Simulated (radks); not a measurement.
Species: the cobalt ion Co3+. Configuration: [Ar] 3d6.

All-electron calculation, scalar-relativistic Kohn-Sham, r2SCAN, spin-polarised, spherical densities, finite nucleus; open shells are filled with parallel spins first; meta-GGA in the generalised Kohn-Sham scheme; Fermi nuclear charge, rms radius 3.7875 fm. Program: a radial shooting solver on a logarithmic mesh with Libxc functionals.

Energy parts (eV):
| part | energy |
|---|---|
| total | -37859.360 |
| kinetic | 38351.950 |
| electron-nucleus | -89780.716 |
| Hartree | 15168.169 |
| exchange-correlation | -1598.763 |

Orbitals (lengths in bohr, moments of r in powers of bohr; r(90%) holds 90 % of the orbital's charge):
| orbital | occ. | eigenvalue (eV) | r(90%) |
|---|---|---|---|
| 1s down | 1 | -7657.093 | 0.100 |
| 1s up | 1 | -7657.069 | 0.100 |
| 2s up | 1 | -948.6379 | 0.395 |
| 2s down | 1 | -945.6706 | 0.394 |
| 2p up | 3 | -816.2500 | 0.368 |
| 2p down | 3 | -814.0015 | 0.367 |
| 3s up | 1 | -146.6654 | 1.14 |
| 3s down | 1 | -140.4276 | 1.15 |
| 3p up | 3 | -108.2276 | 1.23 |
| 3p down | 3 | -102.0268 | 1.24 |
| 3d up | 5 | -47.4841 | 1.54 |
| 3d down | 1 | -41.4514 | 1.63 |

The highest occupied level is 3d down at -41.451 eV. The electron density at the nucleus is 1.735e+04 e/bohr^3 (large components only).
